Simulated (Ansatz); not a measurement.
Consider the cleavage of the Si–Si bond: `N=C[SiH2][SiH2]N` + `SS` → `N[SiH2]SS` + `N=C[SiH3]`.

Program: Ansatz. Geometries: PBE0-D4/def2-TZVP. ΔE: electronic, gas phase. CCSD(T)/CBS is the MP2 limit (def2-TZVPP, def2-QZVPP) plus CCSD(T) − MP2 in def2-TZVPP, frozen cores. This one scheme is used for every species. Functionals use def2-TZVPP. B3LYP here is the variant with VWN-RPA as its local correlation; programs differ in this. Each species was taken in one conformer, which may not be the lowest.

(1) Is it downhill or uphill in electronic energy at CCSD(T)/CBS, and by how much? (Estimate.)

(2) What do these levels give: r2SCAN-D4, PBE0-D4, ωB97X-V, B2PLYP, r2SCAN, B3LYP, HF/def2-TZVPP, MP2/def2-TZVPP, SCS-MP2/def2-TZVPP, SCS-MP2/def2-QZVPP, MP2/CBS(def2), CCSD/CBS(def2)? (Estimate.)

Largest T1 diagnostic among the species: 0.013.

## Answers

(1) Computed: Downhill: ΔE = -65.9 kJ/mol.

(2) Ansatz gave: r2SCAN-D4 -63.8, PBE0-D4 -57.4, ωB97X-V -61.1, B2PLYP -66.9, r2SCAN -64.4, B3LYP -63.3, HF/def2-TZVPP -72.6, MP2/def2-TZVPP -72.5, SCS-MP2/def2-TZVPP -71.4, SCS-MP2/def2-QZVPP -73.3, MP2/CBS(def2) -75.7, CCSD/CBS(def2) -65.8 kJ/mol.
